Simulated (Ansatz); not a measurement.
Reaction (hydrogenolysis of a B–Cl bond): `ClB1NCO1` + H₂ → `B1NCO1` + HCl

Program: Ansatz. Geometries: PBE0-D4/def2-TZVP. ΔE: electronic, gas phase. CCSD(T)/CBS adds triple-zeta CCSD(T) − MP2 to the extrapolated MP2 energy (def2 sets, frozen cores). This one scheme is used for every species. DFT in def2-TZVPP.

Task: Is it downhill or uphill in electronic energy at CCSD(T)/CBS, and by how much? (Best estimate.)

Result: Ansatz gave: Uphill: ΔE = +14.5 kcal/mol.

Task: What do these levels give: r2SCAN-D4, ωB97M-V, B2PLYP, BLYP, r2SCANh, r2SCAN0, BHLYP, CAM-B3LYP, MP2/def2-SVP, MP2/def2-TZVPP, HF/def2-QZVPP, SCS-MP2/def2-QZVPP? (Estimate.)

Result: Computed: r2SCAN-D4 16.7, ωB97M-V 15.0, B2PLYP 14.4, BLYP 13.5, r2SCANh 16.1, r2SCAN0 15.7, BHLYP 12.9, CAM-B3LYP 13.1, MP2/def2-SVP 18.1, MP2/def2-TZVPP 16.6, HF/def2-QZVPP 11.2, SCS-MP2/def2-QZVPP 15.0 kcal/mol.

Largest T1 diagnostic among the species: 0.014.

Leaving LDA and LC-ωPBE aside and taking each functional with its dispersion term where it has one, the values, not all of them listed here, spread over 3.0 kcal/mol, from CAM-B3LYP-D4 to revPBE-D4. In def2-TZVPP, CCSD(T) changes the Hartree–Fock value by +3.3 kcal/mol (the triples alone add +1.0 kcal/mol) and MP2 by +5.3 kcal/mol. From r2SCAN to r2SCAN0 (25 % exact exchange), in def2-TZVPP and without D4, ΔE moves by −0.8 kcal/mol.
